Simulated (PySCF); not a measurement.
# Computed properties of Si(F)(Cl)(Me)(OH) (CH4ClFOSi), SMILES C[Si](O)(Cl)F

Si(F)(Cl)(Me)(OH) (CH4ClFOSi), SMILES C[Si](O)(F)Cl. Coordinates come from a PBE0-D3(BJ)/def2-SVP optimisation. Other conformers were not sampled. All values are computed for the isolated molecule unless a solvent is named; none is compared with measurement here.

**Structure.** All 21 harmonic modes at PBE0-D3(BJ)/def2-SVP (PySCF) are real, so it is a minimum. With heavy atoms numbered as in [CH3:1][Si:2]([OH:3])([F:4])[Cl:5], the shortest bond between them is Si2–F4 at 1.619 Å and the longest Si2–Cl5 at 2.061 Å.

**Vibrations.** The strongest infrared lines (harmonic, unscaled, degenerate partners summed) lie at 835 cm⁻¹ (276 km/mol, H 59 %, Si 17 %, C 11 %, O 9 %), 982 cm⁻¹ (167 km/mol, Si 48 %, O 33 %, F 11 %), 920 cm⁻¹ (158 km/mol, Si 43 %, F 29 %, H 17 %). The softest mode is at 121 cm⁻¹ and the zero-point energy is 35.3 kcal/mol.

**Electronic structure.** M06-2X/def2-TZVP (PySCF) places the frontier levels at -10.67 and 1.24 eV, a gap of 11.91 eV, and gives a dipole moment of 1.14 D and a mean polarisability of 48.3 bohr³. PBE/def2-TZVP (PySCF) at the same geometry gives -7.74 and -0.28 eV, so its gap is 4.45 eV narrower. An orbital gap is neither the optical nor the fundamental gap.

**Excitations.** TDA-PBE0/def2-SVPD (PySCF) has S1 at 8.16 eV (152 nm, f = 0.038, weak); the most intense of the 10 singlets computed lies at 9.17 eV (f = 0.10). T1 (TDA) is at 7.85 eV, 0.31 eV under S1. TDA-PBE/def2-SVPD (PySCF) puts S1 at 7.19 eV. No vertical singlet excitation falls in the visible range (under 3.1 eV).

**NMR.** GIAO shifts at PBE0/pcSseg-1 (PySCF) (non-relativistic, atoms alike by connectivity averaged): ¹³C at 0.0 ppm against TMS; ¹H from 0.8 to 2.8 ppm against TMS; ²⁹Si at -6.8 ppm against TMS; ¹⁹F at -126.4 ppm against CFCl3. Without spin–orbit terms, shifts of atoms bonded to Cl or Br come out too high.

**Solvation.** SMD-M06-2X/6-31G* (PySCF) gives -5.0 kcal/mol in water, -3.4 kcal/mol in n-hexane, -5.1 kcal/mol in chlorobenzene (1 M in both phases, gas-phase geometry); of these solvents chlorobenzene holds the molecule best.
